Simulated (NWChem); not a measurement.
The numbers come from NWChem runs, not from measurements. System: sulfuric acid (H2O4S), charge 0, spin multiplicity 1, at a geometry optimised with PBE/def2-SVP. Level: CCSD(T)/6-31G* (spherical d), 9 core orbitals frozen.

The NWChem input:

```
start mol
memory heap 100 mb stack 700 mb global 1900 mb
geometry units angstroms nocenter noautoz
  O     -0.301402     1.237376     0.870503
  S      0.000000     0.000000    -0.171580
  O      1.271185     0.252499    -0.841629
  O     -1.271185    -0.252499    -0.841629
  O      0.301402    -1.237376     0.870503
  H      0.572123     1.595329     1.141645
  H     -0.572123    -1.595329     1.141645
  symmetry group C2
end
basis spherical
  * library 6-31g*
end
scf
  rhf
  nopen 0
  maxiter 100
  thresh 1e-7
  semidirect memsize 60000000 filesize 0
end
ccsd
  freeze core 9
  maxiter 60
end
task ccsd(t) energy
```

Part of the output:

```
             Northwest Computational Chemistry Package (NWChem) 7.3.0
             --------------------------------------------------------

                                NWChem Input Module
                                -------------------

 Scaling coordinates for geometry "geometry" by  1.889725989
 (inverse scale =  0.529177249)

 Turning off AUTOSYM since
 SYMMETRY directive was detected!

                             Geometry "geometry" -> ""
                             -------------------------

 Output coordinates in angstroms (scale by  1.889725989 to convert to a.u.)

  No.       Tag          Charge          X              Y              Z
 ---- ---------------- ---------- -------------- -------------- --------------
    1 O                    8.0000    -0.30140200     1.23737600     0.87050300
    2 S                   16.0000     0.00000000     0.00000000    -0.17158000
    3 O                    8.0000     1.27118500     0.25249900    -0.84162900
    4 O                    8.0000    -1.27118500    -0.25249900    -0.84162900
    5 O                    8.0000     0.30140200    -1.23737600     0.87050300
    6 H                    1.0000     0.57212300     1.59532900     1.14164500
    7 H                    1.0000    -0.57212300    -1.59532900     1.14164500

 Effective nuclear repulsion energy (a.u.)     281.4230273473

            Nuclear Dipole moment (a.u.)
            ----------------------------
        X                 Y               Z
 ---------------- ---------------- ----------------
     0.0000000000     0.0000000000    -0.0000113384

      Symmetry information
      --------------------

 Group name             C2
 Group number              4
 Group order               2
 No. of unique centers     4

      Symmetry unique atoms

     1    2    3    6


 Summary of "ao basis" -> "" (spherical)
 ------------------------------------------------------------------------------
       Tag                 Description            Shells   Functions and Types
 ---------------- ------------------------------  ------  ---------------------
 *                           6-31g*                   on all atoms

 Summary of "ao basis" -> "ao basis" (spherical)
 ------------------------------------------------------------------------------
       Tag                 Description            Shells   Functions and Types
 ---------------- ------------------------------  ------  ---------------------
 O                           6-31g*                  6       14   3s2p1d
 S                           6-31g*                  8       18   4s3p1d
 H                           6-31g*                  2        2   2s

                                 NWChem SCF Module
                                 -----------------

  ao basis        = "ao basis"
  functions       =    78
  atoms           =     7
  closed shells   =    25
  open shells     =     0
  charge          =   0.00
  wavefunction    = RHF
  use symmetry    = T
  symmetry adapt  = T

 Summary of "ao basis" -> "ao basis" (spherical)
 ------------------------------------------------------------------------------
       Tag                 Description            Shells   Functions and Types
 ---------------- ------------------------------  ------  ---------------------
 O                           6-31g*                  6       14   3s2p1d
 S                           6-31g*                  8       18   4s3p1d
 H                           6-31g*                  2        2   2s
[...]
task         2 out of       666 done   0%  at       0.0 secs
task        36 out of       666 done   5%  at       0.5 secs
task        67 out of       666 done  10%  at       0.7 secs
task       100 out of       666 done  15%  at       1.1 secs
task       138 out of       666 done  20%  at       1.2 secs
task       167 out of       666 done  25%  at       1.6 secs
task       202 out of       666 done  30%  at       1.9 secs
task       234 out of       666 done  35%  at       2.0 secs
task       272 out of       666 done  40%  at       2.2 secs
task       302 out of       666 done  45%  at       2.3 secs
task       333 out of       666 done  50%  at       2.7 secs
task       370 out of       666 done  55%  at       2.9 secs
task       401 out of       666 done  60%  at       3.0 secs
task       433 out of       666 done  65%  at       3.3 secs
task       488 out of       666 done  73%  at       3.6 secs
task       500 out of       666 done  75%  at       3.7 secs
task       541 out of       666 done  81%  at       3.9 secs
task       569 out of       666 done  85%  at       4.0 secs
task       600 out of       666 done  90%  at       4.1 secs
task       633 out of       666 done  95%  at       4.3 secs
task       666 out of       666 done 100%  at       4.5 secs
 commencing triples evaluation - blocking       1
 ccsd(t): done        1 out of       53 progress:    1.9%
 ccsd(t): done        2 out of       53 progress:    3.8%
 ccsd(t): done        3 out of       53 progress:    5.7%
 ccsd(t): done        4 out of       53 progress:    7.5%
 ccsd(t): done        5 out of       53 progress:    9.4%
 ccsd(t): done        6 out of       53 progress:   11.3%
 ccsd(t): done        7 out of       53 progress:   13.2%
 ccsd(t): done        8 out of       53 progress:   15.1%
 ccsd(t): done        9 out of       53 progress:   17.0%
 ccsd(t): done       10 out of       53 progress:   18.9%
 ccsd(t): done       11 out of       53 progress:   20.8%
 ccsd(t): done       12 out of       53 progress:   22.6%
 ccsd(t): done       13 out of       53 progress:   24.5%
 ccsd(t): done       14 out of       53 progress:   26.4%
 ccsd(t): done       15 out of       53 progress:   28.3%
 ccsd(t): done       16 out of       53 progress:   30.2%
 ccsd(t): done       17 out of       53 progress:   32.1%
 ccsd(t): done       18 out of       53 progress:   34.0%
 ccsd(t): done       19 out of       53 progress:   35.8%
 ccsd(t): done       20 out of       53 progress:   37.7%
 ccsd(t): done       21 out of       53 progress:   39.6%
 ccsd(t): done       22 out of       53 progress:   41.5%
 ccsd(t): done       23 out of       53 progress:   43.4%
 ccsd(t): done       24 out of       53 progress:   45.3%
 ccsd(t): done       25 out of       53 progress:   47.2%
 ccsd(t): done       26 out of       53 progress:   49.1%
 ccsd(t): done       27 out of       53 progress:   50.9%
 ccsd(t): done       28 out of       53 progress:   52.8%
 ccsd(t): done       29 out of       53 progress:   54.7%
 ccsd(t): done       30 out of       53 progress:   56.6%
 ccsd(t): done       31 out of       53 progress:   58.5%
 ccsd(t): done       32 out of       53 progress:   60.4%
 ccsd(t): done       33 out of       53 progress:   62.3%
 ccsd(t): done       34 out of       53 progress:   64.2%
 ccsd(t): done       35 out of       53 progress:   66.0%
 ccsd(t): done       36 out of       53 progress:   67.9%
 ccsd(t): done       37 out of       53 progress:   69.8%
 ccsd(t): done       38 out of       53 progress:   71.7%
 ccsd(t): done       39 out of       53 progress:   73.6%
 ccsd(t): done       40 out of       53 progress:   75.5%
 ccsd(t): done       41 out of       53 progress:   77.4%
 ccsd(t): done       42 out of       53 progress:   79.2%
 ccsd(t): done       43 out of       53 progress:   81.1%
 ccsd(t): done       44 out of       53 progress:   83.0%
 ccsd(t): done       45 out of       53 progress:   84.9%
 ccsd(t): done       46 out of       53 progress:   86.8%
 ccsd(t): done       47 out of       53 progress:   88.7%
 ccsd(t): done       48 out of       53 progress:   90.6%
 ccsd(t): done       49 out of       53 progress:   92.5%
 ccsd(t): done       50 out of       53 progress:   94.3%
 ccsd(t): done       51 out of       53 progress:   96.2%
 ccsd(t): done       52 out of       53 progress:   98.1%
 ccsd(t): done       53 out of       53 progress:  100.0%
 Time for integral evaluation pass     1        4.57
 Time for triples evaluation pass      1       15.80

 pseudo-e(mp4)  -0.27763910003651E-01
 pseudo-e(mp5)   0.27983624057862E-02
        e(t)    -0.24965547597865E-01

 --------------
 CCSD(T) Energy
 --------------
 Reference energy:                    -698.018956382429678

 CCSD corr. energy:                     -0.870851251173320
 T(CCSD) corr. energy:                  -0.027763910003651
 Total CCSD+T(CCSD) energy:           -698.917571543606641

 CCSD corr. energy:                     -0.870851251173320
 (T) corr. energy:                      -0.024965547597865
 Total CCSD(T) energy:                -698.914773181200871

 routine      calls  cpu(0)   cpu-min  cpu-ave  cpu-max   i/o
 aoccsd          1     0.05     0.05     0.05     0.05    0.00
 iterdrv         1     0.04     0.04     0.04     0.04    0.00
 pampt          12     0.24     0.24     0.24     0.24    0.00
 t2pm           12     0.48     0.48     0.48     0.48    0.00
 sxy            12     1.24     1.24     1.24     1.24    0.00
 ints      5234112    74.55    74.55    74.55    74.55    0.00
 t2eri        7992    26.82    26.82    26.82    26.82    0.00
 idx2         7992     3.09     3.09     3.09     3.09    0.00
 idx34          12     0.32     0.32     0.32     0.32    0.00
 ht2pm          12     0.56     0.56     0.56     0.56    0.00
 itm            12     3.56     3.56     3.56     3.56    0.00
 pdiis          12     0.06     0.06     0.06     0.06    0.00
 triples         1     0.00     0.00     0.00     0.00    0.00
 rdtrpo          1     0.04     0.04     0.04     0.04    0.00
 trpmos          1     4.57     4.57     4.57     4.57    0.00
 trpdrv          1     2.03     2.03     2.03     2.03    0.00
 dovvv      230656     6.12     6.12     6.12     6.12    0.00
 doooo      230656     2.36     2.36     2.36     2.36    0.00
 tengy      217088     5.05     5.05     5.05     5.05    0.00
 Total               131.16   131.16   131.16   131.16    0.00

 Task  times  cpu:      139.3s     wall:      139.3s

 Total times  cpu:      139.3s     wall:      139.3s
```
